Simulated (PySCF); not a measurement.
H₂O₄S, charge +1, multiplicity 2. Atoms are numbered in the order given.

```xyz
7

O      0.0000    -1.1486    -0.9673
S      0.0000     0.0000     0.0533
O      1.1438     0.0000     0.9854
O     -1.1438     0.0000     0.9854
O      0.0000     1.1486    -0.9673
H      0.0000    -2.0492    -0.5708
H      0.0000     2.0492    -0.5708
```
Charge +1, spin multiplicity 2.

Geometry: ωB97X-D3(BJ)/def2-SVP. The multiplicity is an assumed one; other spin states were not compared. The values are those of a single conformer.

Level of theory: TDA-PBE/def2-SVPD in PySCF.

Vertical excitations. Gas-phase values at a fixed geometry.

| state | energy (eV) | λ (nm) | f | main pairs |
|---|---|---|---|---|
| root 1 | 0.94 | 1314 | 0.001 | β HOMO→LUMO 99 % |
| root 2 | 1.94 | 639 | 0.000 | β HOMO−1→LUMO 100 % |
| root 3 | 2.96 | 419 | 0.006 | β HOMO−3→LUMO 99 % |
| root 4 | 3.15 | 394 | 0.007 | β HOMO−4→LUMO 99 % |
| root 5 | 3.18 | 390 | 0.018 | β HOMO−2→LUMO 81 %, β HOMO−5→LUMO 15 % |
| root 6 | 4.79 | 259 | 0.057 | β HOMO−5→LUMO 80 % |
| root 7 | 4.99 | 249 | 0.000 | β HOMO−6→LUMO 100 % |
| root 8 | 5.93 | 209 | 0.009 | β HOMO−7→LUMO 99 % |
| root 9 | 7.09 | 175 | 0.022 | β HOMO−8→LUMO 95 % |
| root 10 | 7.35 | 169 | 0.000 | α HOMO→LUMO 22 %, β HOMO→LUMO+1 76 % |
Unrestricted roots are not spin-pure.
